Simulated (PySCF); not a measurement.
CuBr at MN15

Level: MN15. PySCF, no relativity, basis sets Cu def2-TZVPPD, Br def2-TZVPPD.

```
state                                            : ¹Σ⁺ (singlet), closed shell
bond length                                      : 0.2203 nm
harmonic wavenumber                              : 306 cm⁻¹
force constant                                   : 1.94 mdyn/Å
rotational constant Be                           : 0.09917 cm⁻¹
anharmonicity ωexe                               : 0.902 cm⁻¹
vibration–rotation constant αe                   : 0.000425 cm⁻¹
well depth De to Cu (3d10 4s1) + Br              : 324 kJ/mol
dissociation energy D0                           : 322 kJ/mol
HOMO–LUMO gap                                    : 5.79 eV
bond order (Mayer)                               : 1.17
dipole moment (positive dipole means Cu(−)Br(+)) : -5.19 D
```
